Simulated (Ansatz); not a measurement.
Cost and result for the atomization energy of `F[C]1(Cl)[CH2][GaH]1` (8 atoms, 8 bonds).

Charge 0, multiplicity 1. Correlated methods include outer-core shells of Ga, which these sets cover unevenly. Scalar relativity is left out up to krypton. All single points use the PBE0-D4/def2-TZVP geometry. Program: Ansatz. All runs use 4 threads of an Intel Xeon Platinum 8488C on a shared host. Times are those of one run each, without the atoms' runs, and a repeat can differ threefold. Electronic energies, without spin–orbit coupling; frozen cores. CCSD(T)/CBS adds CCSD(T) − MP2 in def2-TZVPP to the MP2 limit, and its time is that of the two runs behind it. T1 = 0.014. With those shells the extrapolation isn't a true limit. HSE06 is the plane-wave form, built on full-range PBE exchange.

CCSD(T)/CBS is a level of theory with its own doubt, some kJ/mol a heavy atom from the limit and from the frozen cores, so smaller differences don't rank the functionals.

```csv
level,functions,atomization (kJ/mol),difference from CCSD(T)/CBS,per bond
LDA (SPW92)/def2-TZVPP,225,3097.2,515.0,64.4
PBE-D4/def2-TZVPP (with forces),225,2685.6,103.4,12.9
B97M-V/def2-TZVPP,225,2600.5,18.3,2.3
MP2/def2-QZVPP,420,2640.1,57.9,7.2
CAM-B3LYP-D4/def2-TZVPP,225,2568.7,-13.5,-1.7
CCSD(T)/def2-SVP,107,2419.7,-162.5,-20.3
BLYP-D4/def2-TZVPP,225,2561.0,-21.2,-2.6
HSE06-D4/def2-TZVPP,225,2610.9,28.7,3.6
CCSD(T)/CBS(def2),–,2582.2,0.0,0.0
CCSD(T)/def2-TZVPP,225,2509.8,-72.4,-9.0
B2PLYP/def2-TZVPP,225,2533.3,-48.9,-6.1
r2SCAN-D4/def2-TZVPP (with forces),225,2612.1,29.9,3.7
BHLYP-D4/def2-TZVPP,225,2440.3,-141.9,-17.7
```

(1) Order the runs by time, with rough figures. (Best estimate.)

Results:

(1) Computed: LDA (SPW92)/def2-TZVPP 0.8 s; BLYP-D4/def2-TZVPP 1.1 s; PBE-D4/def2-TZVPP (with forces) 1.4 s; BHLYP-D4/def2-TZVPP 1.8 s; HSE06-D4/def2-TZVPP 2 s; r2SCAN-D4/def2-TZVPP (with forces) 2.3 s; CAM-B3LYP-D4/def2-TZVPP 2.3 s; B2PLYP/def2-TZVPP 2.9 s; CCSD(T)/def2-SVP 3.4 s; B97M-V/def2-TZVPP 3.7 s; MP2/def2-QZVPP 12 s; CCSD(T)/def2-TZVPP 57 s; CCSD(T)/CBS(def2) 69 s.

Leaving LDA and LC-ωPBE aside and taking each functional with its dispersion term where it has one, the values spread over 245.3 kJ/mol, from BHLYP-D4 to PBE-D4. LDA lies +431.3 kJ/mol from PBE without D4, its usual overbinding. At CCSD(T), def2-SVP lies −162.4 kJ/mol from the extrapolated value and def2-TZVPP −72.4 kJ/mol: correlation converges slowly with the basis, and small sets miss more of it in the bonded molecule than in its fragments. From PBE to PBE0 (25 % exact exchange), in def2-TZVPP and without D4, the atomization energy moves by −74.4 kJ/mol: exact exchange takes away binding that semilocal exchange gives to molecules.
